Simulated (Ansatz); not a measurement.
Reaction (hydrogenolysis of a Ge–B bond): `N[BH][GeH]([OH])[F]` + H₂ → `[OH][GeH2][F]` + `BN`

Gas-phase electronic energies from Ansatz, PBE0-D4/def2-TZVP geometries. CCSD(T)/CBS is the MP2 limit (def2-TZVPP, def2-QZVPP) plus CCSD(T) − MP2 in def2-TZVPP, frozen cores. This one scheme is used for every species. For Ge outer-core shells are correlated without core-valence functions, which leaves a few kJ/mol of doubt a bond. Scalar relativity is left out up to krypton. Each species was taken in one conformer, which may not be the lowest.

| species | HF/def2-QZVPP energy (Eh) |
| --- | --- |
| `N[BH][GeH]([OH])[F]` | -2331.99283 |
| H₂ | -1.13348 |
| `[OH][GeH2][F]` | -2251.61181 |
| `BN` | -81.53399 |

(1) Work out ΔE.

Largest T1 diagnostic among the species: 0.013.

## Answers

(1) ΔE = (-2251.61181) + (-81.53399) − (-2331.99283) − (-1.13348) = -0.01949 Eh = -12.2 kcal/mol. CCSD(T)/CBS gives -2.5 kcal/mol.

The D4 term adds +2.3 kcal/mol with B3LYP and +1.3 kcal/mol with PBE0; it sums over pairs of atoms, weighted by their polarisabilities, and B3LYP, whose exchange is more repulsive, gets the larger term. From PBE to PBE0 (25 % exact exchange), in def2-TZVPP and without D4, ΔE moves by −1.8 kcal/mol.

B3LYP here is the variant with VWN-RPA as its local correlation; programs differ in this.
